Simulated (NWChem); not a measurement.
Basis-set convergence for H3FTi

```xyz
5

Ti     0.4016    -0.0802     0.0000
F     -1.2873     0.2570     0.0000
H      1.0751     0.6110     1.4024
H      1.0751     0.6110    -1.4024
H      0.5996    -1.7710     0.0000
```
Charge 0, spin multiplicity 1.

Program: NWChem. The geometry was optimised at PBE/def2-SVP, a minimum by its harmonic frequencies.

Quantity: LUMO energy at the level PBE0.

The structure started from a generated list of species.

**Question.** In aug-cc-pVTZ the value is -2.96 eV. Among 3-21G, cc-pVDZ, aug-cc-pVDZ, def2-TZVPD, pcseg-2, def2-TZVPP, cc-pVTZ, which is the smallest basis within 0.2 eV of it?

**Answer.** cc-pVDZ, with 72 functions against 208 and about 10 % of the time (also within reach: aug-cc-pVDZ, def2-TZVPD, pcseg-2, def2-TZVPP, cc-pVTZ). aug-cc-pVTZ isn't the basis-set limit itself, and a small set can land close by cancellation.

```
basis        functions  LUMO energy (eV)
-----------  ---------  ----------------
3-21G               42             -2.73
cc-pVDZ             72             -3.04
aug-cc-pVDZ        109             -3.02
def2-TZVPD         115             -2.98
pcseg-2            128             -2.96
def2-TZVPP         137             -2.96
cc-pVTZ            140             -2.95
aug-cc-pVTZ        208             -2.96
```
